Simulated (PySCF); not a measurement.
Isomers of C6H5FS. Method: PySCF, PBE0-D3(BJ)/def2-SVP geometry optimisation, gas phase. One conformer each; no zero-point energy, no entropy. No frequencies were run at this level. Point groups hold within 0.08 Å.

Question: Rank from lowest to highest electronic energy at this level (kcal/mol).
A. `[F:1][c:2]1[cH:3][cH:4][cH:5][cH:6][c:7]1[SH:8]` with C6–C7–S8–H 180° (2-fluorothiophenol)
B. `[F:1][c:2]1[cH:3][cH:4][c:5]([SH:6])[cH:7][cH:8]1` with C4–C5–S6–H 1°

Answer: A (0.0), B (1.2).

Neighbours under 2.5 kcal/mol apart (Fc1ccccc1S and Fc1ccc(S)cc1) can change places with a better method, another conformer or zero-point energy.

```tsv
SMILES	E (Eh)	E rel (kcal/mol)	dipole (D)	point group	A, B, C (MHz)
Fc1ccccc1S	-728.81619	0.0	1.13	Cs	2894, 1552, 1010
Fc1ccc(S)cc1	-728.81432	1.2	1.16	Cs	5588, 959.5, 818.9
```
